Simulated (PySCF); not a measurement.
What does the PBE0-D3(BJ)/def2-SVP structure of `F[B-]1(C2CCCC2)[NH2+][BH2-][NH2+]1` look like in three dimensions?

```
atom  x, y, z in Å
F1     1.3562   -2.2061    0.5099
B2     1.1726   -0.8809    0.1364
C3    -0.2567   -0.5358   -0.4866
C4    -1.4218   -0.8146    0.4791
C5    -2.5529    0.0743   -0.0280
C6    -1.8299    1.3751   -0.3697
C7    -0.4775    0.9290   -0.9599
N8     1.6109    0.0694    1.3528
B9     2.8052    0.5932    0.4329
N10    2.4214   -0.4073   -0.7503
H11   -0.3862   -1.2042   -1.3574
H12   -1.6809   -1.8822    0.5301
H13   -1.1570   -0.5094    1.5096
H14   -3.3730    0.2087    0.6946
H15   -2.9900   -0.3674   -0.9403
H16   -1.6660    1.9510    0.5573
H17   -2.4001    2.0293   -1.0465
H18   -0.5013    0.9807   -2.0601
H19    0.3306    1.6126   -0.6477
H20    0.9261    0.7642    1.6396
H21    1.8972   -0.4609    2.1724
H22    2.6367    1.7538    0.1062
H23    3.8984    0.3492    0.9085
H24    2.1895    0.0206   -1.6427
H25    3.0889   -1.1581   -0.9117
```

Any rigid rotation of these coordinates is as good. Atoms count from 1 in this order. B9 (four-coordinate boron) has angles from 92.4° to 114.9°. The 5-membered ring C3–C4–C5–C6–C7 has internal angles of 102.7° to 106.3°; it is puckered, 0.18 Å rms from its mean plane, widest ring torsion 42°. B2 (four-coordinate boron) has angles from 91.8° to 115.4°. The 5 C–C bonds span 1.525 Å (C4–C5, drawn single) to 1.555 Å (C3–C7, drawn single), a spread of 0.030 Å.

Bonds between heavy atoms (Å): F1–B2 1.389, B2–C3 1.597, C3–C4 1.539, C4–C5 1.525, C5–C6 1.527, C6–C7 1.541, B2–N8 1.605, N8–B9 1.596, B9–N10 1.596, B2–N10 1.603, C3–C7 1.555.

Level of theory: PBE0-D3(BJ)/def2-SVP geometry optimisation, gas phase in PySCF 2.14.0.

Point group: C1 (no symmetry element, even within 0.4 Å). Not checked by PBE0-D3(BJ)/def2-SVP frequencies. One conformer, not necessarily the lowest (F1–B2–C3–C4 60°, B2–C3–C4–C5 157°, C3–C4–C5–C6 -42°, C4–C5–C6–C7 38°, C5–C6–C7–C3 -20°).
